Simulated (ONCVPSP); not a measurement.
# B: variants of one ONCV potential

Base potential:

boron (B), optimised norm-conserving Vanderbilt (ONCV), made with ONCVPSP 4.0.1 (PBE, scalar-relativistic). Core [He], reference 2s2 2p1. Waves: 2s: rc 1.70 bohr, ncon 4, nbas 7, qcut 4.6 1/bohr, 2 projectors, debl 3.8 Ha; 2p: rc 2.70 bohr, ncon 5, nbas 10, qcut 4.2 1/bohr, 2 projectors, debl 3 Ha; d scattering state at 0.29 Ha: rc 2.55 bohr, ncon 4, nbas 7, qcut 3.3 1/bohr, 3 projectors, debl 2.8 Ha. Local part: polynomial inside 1.05 bohr (lpopt 5, dvloc0 0 Ha). Core correction: none.

Cutoffs, loose and tight: the cutoffs (Ha) at which the residual kinetic energy of the hardest occupied pseudo-wave falls to 1 and 0.1 mHa per electron. They do not see the model core or the augmentation charge, which bear on the density cutoff. Test errors are all-electron minus pseudo excitation energies from the reference, over the configurations 2s2 2p0; 2s1 2p0; 2s2 2p0.5; 2s1 2p2. A dash means not determined; rows that change the core or the reference have their own tests.

For the base: The cutoffs count occupied waves only; projector 2 of the p channel, the hardest unoccupied one, needs 45 Ha at the loose tolerance.

A true bound ghost makes a file unfit for plane-wave use even where its test errors are small: the radial tests pick states by their node count and pass the ghost by.

| change | outcome | cutoff, loose | cutoff, tight | bound ghosts | GHOST(+) flags above zero | largest test error (meV) |
| --- | --- | --- | --- | --- | --- | --- |
| base | generated | 8.8 Ha | 20 Ha | none | none | +217 |
| local potential polynomial inside 1.05 bohr (lpopt 5, dvloc0 -2.5 Ha) | generated | 8.8 Ha | 20 Ha | none | p | +217 |
| local potential polynomial inside 1.05 bohr (lpopt 5, dvloc0 -0.5 Ha) | generated | 8.8 Ha | 20 Ha | none | none | +217 |
| local potential polynomial inside 1.05 bohr (lpopt 5, dvloc0 2 Ha) | generated | 8.8 Ha | 20 Ha | none | none | +217 |
| local potential polynomial inside 1.05 bohr (lpopt 5, dvloc0 7.5 Ha) | generated | 8.8 Ha | 20 Ha | none | s | +217 |
| local potential polynomial inside 1.05 bohr (lpopt 5, dvloc0 8.5 Ha) | generated | 8.8 Ha | 20 Ha | none | none | +217 |

Q: What comes out with this change to the base: local potential polynomial inside 1.05 bohr (lpopt 5, dvloc0 4 Ha)?

A: outcome: generated; cutoff, loose: 8.8 Ha; cutoff, tight: 20 Ha; bound ghosts: d; GHOST(+) flags above zero: none; largest test error (meV): +217.

Reading the sweep of the dvloc0 (base included, trends over the rows without a ghost): The loose cutoff stays near 8.8 Ha. The median size of the test errors (rows with all tests solved) stays near 38.4 meV. Bound ghosts are found at 4 Ha.
